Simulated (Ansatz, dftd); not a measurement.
System: H2BO3, charge 0, doublet. H2BO3 (SMILES OB(O)[O], doublet).
B3LYP-D3(BJ)/def2-TZVP minimum from Ansatz (a quantum-chemistry and plane-wave program):
```xyz
6

O     -1.2087    -0.7639    -0.0299
B     -0.0439    -0.0278    -0.0011
O     -0.1955     1.3229     0.1421
O      1.1156    -0.7414    -0.1194
H      0.6099     1.8240     0.2939
H      1.9185    -0.2260    -0.2314
```
Charge 0, spin multiplicity 2.

Property: atomisation energy (electronic, to ground-state atoms), in kcal/mol. UHF or UKS for unpaired electrons; spin-orbit terms are left out. Correlated methods leave the cores frozen. Rows without X2C or -DK are non-relativistic. CBS(X,Y): correlation extrapolated as X^-3, Hartree-Fock from the larger set. A bracket is a step between two methods taken in the basis named. The functionals are non-relativistic, so their misses hold any scalar relativity. Double hybrids freeze cores in their MP2 part. 'core' is core correlation in cc-pwCVTZ, 'X2C' scalar relativity in cc-pVTZ-DK, both at CCSD(T). For partners of very few electrons the exact lower level stands in for a higher one.

Compared with CCSD(T)/CBS(cc-pVTZ,cc-pVQZ) + [CCSDT(Q) - CCSD(T)]/cc-pVDZ + core + X2C (Ansatz): 605.3 kcal/mol.

Costs are rough ratios of core time, to one figure, on one kind of shared machine, summed over the single points of the molecules; atoms, geometries and frequencies are left out. The first row took roughly 8 core seconds; short runs hold start-up time.

```tsv
level	program	cost relative to the first row	difference (kcal/mol)
r2SCAN/def2-TZVPD	Ansatz	1	3.2
CAM-B3LYP-D3(BJ)/def2-TZVPD	Ansatz + dftd3	1	2.2
B2GP-PLYP/def2-TZVPD	Ansatz	2	-10.2
r2SCANh/def2-TZVPD	Ansatz	2	-3.7
CCSD(T)/cc-pVDZ	Ansatz	3	-56.5
CCSD(T)/cc-pVTZ	Ansatz	30	-19.7
CCSDT(Q)/cc-pVDZ	Ansatz	80	-55.7
```

The dearest row costs roughly 80 times the first. Costs within a factor of two don't rank. The table holds for this case alone.
